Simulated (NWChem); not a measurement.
**Atomisation of H2BO3**

SMILES: [O]B(O)O
```xyz
6

O      0.0000     0.0000    -1.4267
B      0.0000     0.0000    -0.0540
O      1.2226     0.0350     0.5440
O     -1.2226    -0.0350     0.5440
H      1.2089     0.1982     1.4901
H     -1.2089    -0.1982     1.4901
```
Charge 0, spin multiplicity 2.

All runs are NWChem calculations. Structure: optimised with UPBE0/def2-SVP, a minimum by its harmonic frequencies. It is one conformer; others weren't searched.

Basis set: def2-TZVP. The atomisation energy is electronic alone: no zero-point, thermal, spin-orbit or counterpoise terms. No value is extrapolated to the basis-set limit. Free atoms are single determinants with multiplicities O 3, B 2, H 2.

B3LYP has NWChem's definition, with VWN1-RPA local correlation. The structure started from a generated list of species. The unpaired electrons of the parent sit in orbitals of symmetry b (C2 labels of the run); other states weren't searched. The stability of the SCF solutions was not checked.

Order these methods by the atomisation energy they give, lowest first: BP86, PBE, B3LYP, PBE0.

B3LYP (598.5 kcal/mol), PBE0 (599.4 kcal/mol), PBE (618.8 kcal/mol), BP86 (619.9 kcal/mol)
